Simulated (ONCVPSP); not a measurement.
**Before and after: ONCV potential for tellurium (Te)**

tellurium, optimised norm-conserving Vanderbilt (ONCV), made with ONCVPSP 4.0.1 (PBE, scalar-relativistic). Core [Kr], reference 4d10 5s1 5p5. Waves: 5s: rc 1.65 bohr, ncon 4, nbas 7, qcut 3.3 1/bohr, 2 projectors, debl 1.1 Ha; 5p: rc 1.70 bohr, ncon 5, nbas 9, qcut 5.8 1/bohr, 2 projectors, debl 3.7 Ha; 4d: rc 1.40 bohr, ncon 4, nbas 8, qcut 9 1/bohr, 2 projectors, debl 2 Ha. Local part: polynomial inside 1.10 bohr (lpopt 5, dvloc0 4 Ha). Core correction: Teter function, fcfact 5.5, rcfact 1.75.

All-electron outer shells of the reference configuration (PBE, scalar-relativistic, ld1.x):

```json
{"shell": "4s", "level (eV)": "-165.80", "outermost node (bohr)": "0.38", "outermost maximum (bohr)": "0.70"}
{"shell": "4p", "level (eV)": "-115.81", "outermost node (bohr)": "0.38", "outermost maximum (bohr)": "0.74"}
{"shell": "4d", "level (eV)": "-43.00", "outermost node (bohr)": "0.36", "outermost maximum (bohr)": "0.81"}
{"shell": "5s", "level (eV)": "-15.86", "outermost node (bohr)": "0.91", "outermost maximum (bohr)": "1.77"}
{"shell": "5p", "level (eV)": "-6.50", "outermost node (bohr)": "1.00", "outermost maximum (bohr)": "2.14"}
```

Change: core correction Teter function, fcfact 2.1, rcfact 1.75.

Cutoffs: the cutoffs (Ha) at which the residual kinetic energy of the hardest occupied pseudo-wave falls to 1 and 0.1 mHa per electron; they do not see the model core or the augmentation charge, which bear on the density cutoff. Errors are all-electron minus pseudo energies relative to the spin-unpolarised reference configuration.

Problem. What does the change do?

Solution. The potential gets neither clearly harder nor softer (52 Ha and 88 Ha → 52 Ha and 88 Ha); both files keep a bound ghost (p, s); of the 4 tests that both files solve, the error grows in 0 and shrinks in 4 by more than 15 % and 0.3 meV (median size 5.3 → 3.0 meV). A model core, the more so a compact one, raises the density cutoff, which this test does not measure.

```csv
quantity,base,changed
"cutoff, loose",52 Ha,52 Ha
"cutoff, tight",88 Ha,88 Ha
bound ghosts,"s, p","s, p"
GHOST(+) flags under 300 eV,p at 193.0 eV,p at 193.0 eV
"error for 4d10 5s2 5p4, meV [ΔE -9.26 eV]",-4.0,-1.0
"error for 4d10 5s2 5p3, meV [ΔE 0.47 eV]",-6.6,-3.7
"error for 4d10 5s2 5p2, meV [ΔE 18.40 eV]",-15,-8.3
"error for 4d10 5s1 5p4, meV [ΔE 10.32 eV]",-3.1,-2.3
s: phases at 1.67 bohr within 0.05 rad from the reference energy up to (Ha; the scan ends near 5),to the end of the scan,to the end of the scan
p: phases at 1.72 bohr within 0.05 rad from the reference energy up to (Ha; the scan ends near 5),to the end of the scan,to the end of the scan
d: phases at 1.42 bohr within 0.05 rad from the reference energy up to (Ha; the scan ends near 5),to the end of the scan,to the end of the scan
"rms error of d²Exc/dni dnj with the model core, mHa",2.16,0.65
```

 A true bound ghost makes a file unfit for plane-wave use even where its test errors are small: the radial tests pick states by their node count and pass the ghost by.
